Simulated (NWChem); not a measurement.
System: germanium monoxide (GeO, singlet); SMILES [Ge]=[O]

The following NWChem deck was run.

```
start job
memory heap 200 mb stack 900 mb global 1100 mb
geometry units angstroms noautosym nocenter noautoz
  Ge     0.000000     0.000000     0.339057
  O      0.000000     0.000000    -1.284500
end
basis spherical
  * library def2-svpd
end
dft
  xc xpbe96 cpbe96
  iterations 150
  vectors input atomic output neutral.movecs
end
task dft energy
charge 1
dft
  odft
  mult 2
  vectors input atomic output cation.movecs
end
task dft energy
charge -1
dft
  odft
  mult 2
  vectors input atomic output anion.movecs
end
task dft energy
```

Low-valent species are run as closed-shell singlets; no triplet was tried in these runs. Coordinates come from a PBE0/def2-SVP optimisation.

Ions are spin-unrestricted doublets at the neutral geometry; other ion states weren't tried.

**Question.** What results follow from this input? (PBE/def2-SVPD, vertical spin-unrestricted ions.) Quantities: vertical ionisation energy, ΔSCF (eV); −ε(HOMO) (eV).

**Answer.** 
* **vertical ionisation energy, ΔSCF (eV)**: 11.14
* **−ε(HOMO) (eV)**: 7.33
